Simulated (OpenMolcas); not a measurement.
**Cs I: CASPT2 settings compared**

| Property | Result |
| --- | --- |
| Program | OpenMolcas 26.06 |
| Basis | ANO-RCC-VDZP [7s6p3d1f] |
| Scalar Hamiltonian | DKH3, point nucleus |
| Active space | 1 electron in 4 orbitals (6s 6p) |
| State averaging | 2S+1 = 2 even, 1 root; 2S+1 = 2 odd, 3 roots |
| Spin-orbit coupling | RASSI with atomic mean-field integrals over the reference wave functions, term energies averaged over their components |

Methods on the same reference wave functions:
A. CASSCF
B. SS-CASPT2, IPEA 0.15 Eh, real shift 0.1 Eh (closed shells correlated: 4d 5s 5p)
C. XMS-CASPT2, IPEA 0.75 Eh, real shift 0.15 Eh (closed shells correlated: 5s 5p)
D. XMS-CASPT2, IPEA 0.35 Eh, sigma2 regulariser 0.3 Eh (closed shells correlated: 4d 5s 5p)

Energies in cm-1 above 6s 2S 1/2, the measured ground level; measured values from NIST Handbook of Basic Atomic Spectroscopic Data.

| Level | A | B | C | D | Measured |
| --- | --- | --- | --- | --- | --- |
| 6s 2S 1/2 | 0.0 | 0.0 | 0.0 | 0.0 | 0.0 |
| 6p 2P* 1/2 | 9307 | 10210 | 9920 | 10130 | 11178 |
| 6p 2P* 3/2 | 9616 | 10520 | 10230 | 10440 | 11732 |

Deviations, from unrounded energies. A percentage is the sum of absolute deviations over the sum of measured energies, with the sign that they share, or ± where signs differ.

```csv
Against measurement,Levels,A,B,C,D
mean absolute deviation (cm-1),2,2000,1100,1400,1200
other configurations (%),2,-17.4,-9.6,-12.0,-10.2
```

B lies closest to measurement on these levels and A furthest from it. The largest miss of B in the table is 6p 2P* 3/2, by -1200 cm-1. The ranking rests on the paired levels alone, and a cruder setting can come out closer through cancelling errors.

Among B to D the level of the table that moves most is 6p 2P* 1/2, by 280 cm-1 (lowest in C, highest in B). Moves below CASPT2's spread within the term are not significant.

The lowest spin-free term lies below A's lowest term by 0.068 hartree in B, 0.051 hartree in C, 0.067 hartree in D.

Term energies are means over components that CASPT2 splits; among the terms shown or strongly mixed into the levels shown the widest spread is 19 cm-1 (6p 2P*, C). ANO sets are built for ground and valence states and can reach diffuse excited orbitals poorly. With one active electron the reference holds no correlation, so core polarisation is missing (holds for A). With one active electron, CASPT2 adds the correlation within the correlated inactive shells and between them and that electron, and leaves the splitting within a term as the reference gives it (holds for B; C; D). Computed and measured levels are paired by configuration, term and J; levels that our copy of the source lacks, or whose pairing is in doubt (as where it misses far off the trend of its configuration), stay unpaired and out of the deviations. Levels of configurations outside the active space are missing.

* marks odd parity.
